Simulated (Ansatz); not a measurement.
`OC[SiH]1CO1` + H₂S → `S[SiH]1CO1` + CH₃OH at 400 K and 1 bar (ligand exchange at the Si–C bond).

Calculated with Ansatz (gas phase, PBE0-D4/def2-TZVP geometries, no zero-point term in ΔE). CCSD(T)/CBS is the MP2 limit (def2-TZVPP, def2-QZVPP) plus CCSD(T) − MP2 in def2-TZVPP, frozen cores. This one scheme is used for every species. Each species was taken in one conformer, which may not be the lowest.

```json
{"species": "`OC[SiH]1CO1`", "CCSD(T)/CBS energy (Eh)": "-519.10686", "H − E (kJ/mol)": "245.1", "S (J/(mol·K))": "369.3"}
{"species": "H₂S", "CCSD(T)/CBS energy (Eh)": "-398.97279", "H − E (kJ/mol)": "53.4", "S (J/(mol·K))": "215.9"}
{"species": "`S[SiH]1CO1`", "CCSD(T)/CBS energy (Eh)": "-802.49340", "H − E (kJ/mol)": "155.1", "S (J/(mol·K))": "340.8"}
{"species": "CH₃OH", "CCSD(T)/CBS energy (Eh)": "-115.61712", "H − E (kJ/mol)": "151.2", "S (J/(mol·K))": "252.6"}
```

H − E and S are ideal-gas, rigid-rotor, harmonic terms from PBE0-D4/def2-TZVP, for one conformer and one mirror image of each species. 1 Eh = 2625.50 kJ/mol, R = 8.31446 J/(mol·K).

Q: By hand: ΔE, ΔH, ΔS and ΔG.

A: ΔE = (-802.49340) + (-115.61712) − (-519.10686) − (-398.97279) = -0.03087 Eh = -81.0 kJ/mol. Δ(H − E) = 155.1 + 151.2 − 245.1 − 53.4 = 7.8, so ΔH = -73.2 kJ/mol. ΔS = 340.8 + 252.6 − 369.3 − 215.9 = 8.2 J/(mol·K). ΔG = -73.2 − 400 × (8.2)/1000 = -76.5 kJ/mol.

Q: By hand: the equilibrium constant, and the temperature at which ΔG would vanish if ΔH and ΔS stayed fixed.

A: log₁₀ K = −ΔG/(RT ln 10) = 10.0. ΔH and −TΔS have one sign here, so there is no such temperature.

The number of gas molecules stays the same, so ΔS is small and ΔH decides. A doubt of 5 kJ/mol in ΔE shifts log₁₀ K by 0.7 here. Other conformers and mirror images would add mixing entropy, several J/(mol·K) or more a flexible species. Modes under 60 cm⁻¹, often nearly free rotors, make the harmonic entropy too high. These are equilibria of isolated gas molecules and say nothing of rates. Largest T1 diagnostic: 0.013 (customary marks: 0.02 for closed shells, 0.045 for open ones).

ΔS is within the doubt of such terms, so its sign, and with it that verdict, could turn.
